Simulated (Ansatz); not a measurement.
Kohn–Sham single points on C2H9BSSi (`BC[SiH2]SC`).

```yaml
crystal:
  periodic: [false, false, false]
  atoms:
    - {symbol: B, position_ang: [-1.199930, 0.822642, 0.207583]}
    - {symbol: C, position_ang: [-1.296102, -0.634558, -0.535681]}
    - {symbol: Si, position_ang: [-0.101054, -1.356470, 0.652787]}
    - {symbol: S, position_ang: [0.697945, 0.640351, 1.095275]}
    - {symbol: C, position_ang: [1.782534, 0.846709, -0.339544]}
    - {symbol: H, position_ang: [-1.122485, 1.821114, -0.461246]}
    - {symbol: H, position_ang: [-1.880459, 0.919450, 1.200387]}
    - {symbol: H, position_ang: [-2.293265, -1.075918, -0.518655]}
    - {symbol: H, position_ang: [-0.927968, -0.635893, -1.563585]}
    - {symbol: H, position_ang: [1.012634, -2.250227, 0.226001]}
    - {symbol: H, position_ang: [-0.676692, -1.840465, 1.930234]}
    - {symbol: H, position_ang: [1.321589, 0.434744, -1.236604]}
    - {symbol: H, position_ang: [2.739485, 0.362387, -0.150505]}
    - {symbol: H, position_ang: [1.930667, 1.917036, -0.477546]}
basis:
  gaussian: {orbitals: def2-TZVPP}
hamiltonian: {xc: {name: PBE-QIDH}}
```

```sh
$ ansatz run in.yaml --threads 4 --pin off --events-out ev --progress --plain --max-ram 10444MiB
```

Output, abridged:

```
Functional definition: PBE-QIDH
1731 factors; integrals over basis functions are off by at most 1.1e-3 eV
mean field evaluation 1: about -21583.2170 eV, gradient 4.4e1 eV
mean field evaluation 2: about -21583.4563 eV, gradient 4.4e1 eV
mean field evaluation 4: about -21588.3517 eV, gradient 3.7e0 eV
mean field evaluation 8: about -21588.3972 eV, gradient 2.7e-1 eV
mean field evaluation 16: about -21588.3975 eV, gradient 1.2e-4 eV
mean field -21588.39748511 eV, -793.3589744366 hartree, gradient 3.4e-6 eV, S^2 0.000000; 0 other end points of the search recorded, 0 dependent functions left out
13 core orbitals not correlated: weight in the atoms' cores, before any rotation towards them, 1.000 or more for the frozen orbitals, at most 0.000 for the correlated occupied ones
reference -21588.39749959 eV, -793.3589749686 hartree; 15, 15 occupied and 275, 275 virtual orbitals, 1731 factors
second order -24.07392359 eV of doubles, -0.00000000 eV of singles
Total energy: -21596.42214079 eV, -793.6538750932 hartree
```

Hardware: 4 threads of an Intel Xeon Platinum 8488C on a shared host. Wall time 8.5 s, peak host memory 0.98 GiB.

With the line `hamiltonian: {xc: {name: wB97X-V}}` (abridged; 9.5 s):

```
Functional definition: wB97X-V
mean field evaluation 16: about -21608.6654 eV, gradient 4.1e-5 eV
mean field -21608.66539081 eV, -794.1038062329 hartree, gradient 4.1e-5 eV, S^2 0.000000
Total energy: -21608.66538838 eV, -794.1038061435 hartree
```

The same input with `hamiltonian: {xc: {name: r2SCANh}, dispersion: d4}` (abridged; 5.5 s):

```
Functional definition: r2SCANh
mean field evaluation 16: about -21608.7584 eV, gradient 6.1e-4 eV
mean field -21608.75838675 eV, -794.1072237705 hartree, gradient 7.2e-5 eV, S^2 0.000000
Total energy: -21608.85547039 eV, -794.1107915286 hartree
```

Changing it to `hamiltonian: {xc: {name: B3LYP}, dispersion: d4}` and forces (abridged; 6.5 s):

```
Functional definition: B3LYP
mean field evaluation 16: about -21613.5135 eV, gradient 5.5e-5 eV
mean field -21613.51348336 eV, -794.2819703478 hartree, gradient 5.5e-5 eV, S^2 0.000000
Total energy: -21614.12133340 eV, -794.3043084247 hartree
Atom 0 force    -0.334794     0.291550    -0.050038 eV/Å
Atom 1 force    -0.049247    -0.034634    -0.069214 eV/Å
Atom 2 force     0.067910    -0.363451     0.110484 eV/Å
Atom 3 force     0.070680     0.060831     0.329577 eV/Å
Atom 4 force     0.205708     0.062304    -0.251149 eV/Å
Atom 5 force    -0.017724    -0.115456     0.074245 eV/Å
Atom 6 force     0.066213    -0.000358    -0.124880 eV/Å
Atom 7 force     0.052932     0.027604    -0.018379 eV/Å
Atom 8 force    -0.038321    -0.001285     0.054873 eV/Å
Atom 9 force    -0.077383     0.048676     0.026664 eV/Å
Atom 10 force     0.037284     0.019129    -0.089855 eV/Å
Atom 11 force     0.063626     0.039848     0.049102 eV/Å
Atom 12 force    -0.053205     0.036874    -0.032975 eV/Å
Atom 13 force     0.006321    -0.071632    -0.008456 eV/Å
Dipole moment:     0.510965    -0.274440    -0.176914 e Å
```

Changing it to `hamiltonian: {xc: hse06, dispersion: d4}` (abridged; 4.4 s):

```
Functional definition: HSE06
mean field evaluation 16: about -21600.8233 eV, gradient 5.1e-5 eV
mean field -21600.82331741 eV, -793.8156153510 hartree, gradient 5.1e-5 eV, S^2 0.000000
Total energy: -21601.11982215 eV, -793.8265116991 hartree
```

Changing it to `hamiltonian: {xc: r2scan, dispersion: d4}` and forces (abridged; 4.7 s):

```
Functional definition: r2SCAN
mean field evaluation 16: about -21608.9155 eV, gradient 7.8e-3 eV
mean field -21608.91554711 eV, -794.1129993073 hartree, gradient 3.7e-5 eV, S^2 0.000000
Total energy: -21609.00656345 eV, -794.1163440960 hartree
Atom 0 force    -0.101552     0.070634     0.007849 eV/Å
Atom 1 force    -0.020497    -0.056406    -0.033954 eV/Å
Atom 2 force    -0.017924    -0.051636     0.010767 eV/Å
Atom 3 force     0.013601     0.034069     0.214772 eV/Å
Atom 4 force     0.130188     0.028033    -0.162515 eV/Å
Atom 5 force     0.004000    -0.024491     0.016435 eV/Å
Atom 6 force     0.016368    -0.001007    -0.032077 eV/Å
Atom 7 force     0.005859     0.004099    -0.017091 eV/Å
Atom 8 force    -0.015297    -0.005404     0.004436 eV/Å
Atom 9 force    -0.003935     0.002358     0.005600 eV/Å
Atom 10 force     0.005101     0.005011    -0.023044 eV/Å
Atom 11 force     0.006112     0.006024     0.014492 eV/Å
Atom 12 force    -0.018286     0.011519    -0.008185 eV/Å
Atom 13 force    -0.003738    -0.022802     0.002515 eV/Å
Dipole moment:     0.512972    -0.264666    -0.191710 e Å
```

B3LYP takes the VWN-RPA correlation (the form of Gaussian; ORCA's B3LYP/G).

HSE06 is the plane-wave form, built on full-range PBE exchange.
